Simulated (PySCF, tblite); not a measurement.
Species: C5H2BF3.
SMILES: `C#C[C@H]1C(F)=C1B(F)F`

Jobs on this species (11 atoms, 64 electrons) with PySCF (density fitting) and tblite. Hardware of each: one thread of an Arm Neoverse N1, no GPU (shared host). The host was shared with other jobs, so the times are rough.

| level and settings | work | basis functions | SCF cycles | wall time |
| --- | --- | --- | --- | --- |
| GFN2-xTB | L-BFGS relaxation | – | – | 0.75 s |
| B3LYP/pcJ-1 | spin–spin couplings from 6 perturbed nuclei, spin–dipole term for 4 of them | 263 | ? | ? |
| CAM-B3LYP/def2-SVPD | 8 singlets by full TDDFT, 3 Tamm–Dancoff triplets, polarisability | 205 | 13 | 75 s |
| PBE0/pcSseg-1 | shieldings, ring-centre shieldings, charges and field gradients | 163 | 15 | 36 s |

Task: Fill in the missing figures.

Result: 
- B3LYP/pcJ-1; spin–spin couplings from 6 perturbed nuclei, spin–dipole term for 4 of them: 1.7 min, 15 SCF cycles

Task: What do all jobs in the table cost together?

Result: About 3.6 min; the longest takes about 48 % of that, and about 140 times as long as the shortest.
